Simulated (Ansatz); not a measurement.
GaH₃S₃, SMILES `[SH][Ga]([SH])[SH]` at its PBE0-D4/def2-TZVP geometry, where that method's forces vanish. Total charge 0; spin multiplicity 1.

| atom | x (Å) | y (Å) | z (Å) |
| --- | --- | --- | --- |
| S1 | -0.762 | -0.323 | 1.714 |
| Ga2 | -0.066 | 0.133 | -0.321 |
| S3 | 1.954 | -0.331 | -1.045 |
| S4 | -1.436 | 1.107 | -1.728 |
| H5 | 0.403 | -0.868 | 2.102 |
| H6 | 2.349 | -0.876 | 0.117 |
| H7 | -2.442 | 1.157 | -0.839 |

Q: For each bond, give half the difference of the two atoms' forces along it (eV/Å; positive pushes the atoms apart) under PBE-D4, r2SCAN-D4, B3LYP-D4, ωB97M-V in def2-TZVPP. (Estimate.)

A: The calculation gave: 
```csv
bond,length (Å),PBE-D4,r2SCAN-D4,B3LYP-D4,ωB97M-V
S1–Ga2,2.198,0.10,0.00,0.11,-0.02
S1–H5,1.343,0.26,0.02,-0.02,-0.08
Ga2–S3,2.195,0.12,0.00,0.11,-0.01
Ga2–S4,2.193,0.14,0.00,0.11,0.00
S3–H6,1.343,0.26,0.02,-0.02,-0.09
S4–H7,1.344,0.26,0.02,-0.02,-0.09
```

B3LYP here is the variant with VWN-RPA as its local correlation; programs differ in this.

Computed with Ansatz.
